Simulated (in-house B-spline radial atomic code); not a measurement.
The numbers below are computed, except where a source is named.
**Building a PAW s channel for Mo, r_c = 3.01 bohr**

Mo, [Kr] 4d5 5s1, non-relativistic LDA (VWN5), spherical and spin-unpolarised, from an all-electron radial atomic-structure program (B-spline basis) (atomic units; all potentials screened as in the neutral atom).

Two all-electron partial waves φ1, φ2 are integrated outwards at E1 = ε(5s) = -0.14788 and E2 = E1 + 2 hartree; φ1 is the bound orbital and φ2 has unit norm inside r_c = 3.0093 bohr. Smooth partners are polynomials, r^1(a0 + a1 r² + a2 r⁴ + a3 r⁶), matched to φ and three derivatives at r_c, with no condition on the norm. The local potential is -2.64526 + (0.674413) r² + (-0.0718027) r⁴ + (0.00279814) r⁶ inside 2.5693 bohr and the all-electron one outside.

| wave | φ(r_c) | φ'(r_c) | a0 | a1 | a2 | a3 |
| --- | --- | --- | --- | --- | --- | --- |
| 1 | 0.5796117 | 0.00357407 | 0.1739296 | 0.02466845 | -0.003612232 | 0.0001232297 |
| 2 | 0.9559169 | 0.8586235 | -2.886106 | 0.8035331 | -0.06355973 | 0.001534398 |

Inside r_c the overlaps are <φi φj> = [[0.34755, -0.12356], [-0.12356, 1.00000]] and, for the smooth waves, [[0.40733, -0.71325], [-0.71325, 6.24874]]. With χj = (Ej − T − V_local) applied to smooth wave j, the program's quadrature gives the matrix B_ij = <smooth i, χj> as [[0.20758, -2.38855], [-1.20917, 16.97140]].

**Question.** Check the match of the first wave, and find the augmentation charges q_ij.

**Answer.** At r_c the four terms are 0.52341, 0.67226, -0.89146, 0.27541, which sum to 0.5796, φ1(r_c) to rounding. q_ij is the all-electron overlap less the smooth one: [[-0.05979, 0.58969], [0.58969, -5.24874]]. The smooth first wave has a norm of 0.4073 inside r_c against 0.3475, so q11 is negative and must stay small enough for the overlap operator to be positive.

**Question.** B isn't symmetric. Show that D_ij = B_ij + Ej q_ij is.

**Answer.** Integrating by parts gives B12 − B21 = (E1 − E2) q12: -2.38855 − (-1.20917) = -1.17938, and −2 × (0.58969) = -1.17937. So D12 = -2.38855 + (1.852120)(0.58969) = -1.29638 and D21 = -1.20917 + (-0.14788)(0.58969) = -1.29637; D11 = 0.21642, D22 = 7.25010. The projectors, p = (B⁻¹)ᵀ χ, are dual to the smooth waves; det B = 0.63.

Solving (T + V_local + Σ p D p) ψ = E (1 + Σ p q p) ψ in a sphere of 9 bohr, whose wall lifts the free-atom level a little, gives these levels:

```csv
all-electron,one projector,two projectors
-0.146131,-0.146131,-0.146131
0.123625,0.080823,-0.073149
0.503731,0.150376,0.123816
1.044830,0.524804,0.503680
1.736350,1.069120,1.044360
```

**Question.** What does the second projector gain?

**Answer.** With one projector the errors are 0.00 millihartree, and the level at 0.0808 is out of step with the all-electron series: an extra state, or one far too low, so the pairing ends there; skipping it, the next levels are off by +26.8, +21.1, +24.3 millihartree. With two the errors are 0.00 millihartree, and the level at -0.0731 is out of step with the all-electron series: an extra state, or one far too low, so the pairing ends there; skipping it, the next levels are off by +0.2, -0.1, -0.5 millihartree. The lowest eigenvalue of the overlap operator is 0.6543 with one and 0.02298 with two projectors. The smooth orbital alone needs a cutoff of 1.84 hartree for 1 millihartree of kinetic energy, against 4.15 for a norm-conserving Troullier-Martins orbital of the same radius, which is no gain while the set fails.
